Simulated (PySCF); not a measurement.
Adding and removing an electron: BeH

PBE; Be def2-SVPD, H def2-SVPD; no relativity (PySCF 2.14). Neutral (UKS): doublet (σ ↑), Re = 1.360 Å, ωe = 2003 cm⁻¹, De = 2.44 eV, HOMO -4.71 eV, LUMO -2.31 eV.

BeH⁺ (UKS): singlet (closed shell), Re = 1.333 Å, ωe = 2136 cm⁻¹, De = 2.98 eV to Be⁺ + H. The energies at the minima are -15.20000 hartree for BeH and -14.89026 for BeH⁺.

Problem. Work out the adiabatic ionisation energy, without and with harmonic zero-point energies (1 hartree = 27.2114 eV, 1 eV = 8065.5 cm⁻¹), and the change of the bond length.

Solution. At PBE: 0.30974 hartree = 8.428 eV between the minima; the zero-point term (2136.0 − 2003.0)/2 cm⁻¹ = +0.008 eV makes it 8.437 eV. Re changes by -2.7 pm against the neutral. The electron leaves a σ orbital, and the shorter bond of the ion fits an antibonding orbital, or a change in how ionic the bond is.

For an ion De counts to the pair picked by the measured ionisation energies or electron affinities, which need not be the lowest pair at this level. States were picked by a PBE0 search and need not be the measured ground states.
